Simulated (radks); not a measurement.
The barium ion Ba2+ inside a hard spherical wall (all orbitals vanish at R), configuration held at [Xe] and not refilled when levels cross. All-electron calculation, scalar-relativistic Kohn-Sham, LDA (Slater exchange, Perdew-Wang correlation), spin-polarised, spherical densities, finite nucleus; Fermi nuclear charge, rms radius 4.8378 fm. Program: a radial shooting solver on a logarithmic mesh with Libxc functionals. Eigenvalues in eV for spin up, with the zero of energy where the potential of the charges vanishes at infinity; a dash marks a level that is unbound or too diffuse for the functional's potential to be trusted. A positive occupied level is held by the wall or, in an anion where self-interaction has pushed it up, behind a barrier. The pressure on the wall is -dE/dV.

R (bohr)  E (hartree)  kinetic (hartree)    e(4p)    e(4d)    e(5s)    e(5p)  e(5d, empty)  e(6s, empty)  pressure (GPa)
free       -8128.4015           8578.053  -193.23  -102.25  -46.222  -31.073       -13.022       -12.356               0
20         -8128.4015           8578.053  -193.23  -102.25  -46.222  -31.073       -13.022       -12.356        < 0.0001
15         -8128.4015           8578.053  -193.23  -102.25  -46.222  -31.073       -13.022       -12.356        < 0.0001
12         -8128.4015           8578.053  -193.23  -102.25  -46.222  -31.073       -13.022       -12.356        < 0.0001
10         -8128.4015           8578.053  -193.23  -102.25  -46.222  -31.073       -13.021       -12.349        < 0.0001
8          -8128.4015           8578.053  -193.23  -102.25  -46.222  -31.073       -13.007       -12.254        0.000423
6          -8128.4007           8578.065  -193.19  -102.22  -46.195  -31.046       -12.768       -11.150           0.139
5          -8128.3912           8578.170  -192.94  -101.96  -46.000  -30.836       -11.984        -8.384            2.38
3.5        -8128.0314           8580.705  -188.58  -97.710  -42.615  -26.833        -4.197        13.273             164
3          -8127.2240           8585.114  -182.91  -92.228  -37.623  -20.667         5.570        37.896             708
1.5        -8075.8864           8768.080  -88.580    3.578   147.10   189.60        253.62        570.01          167000
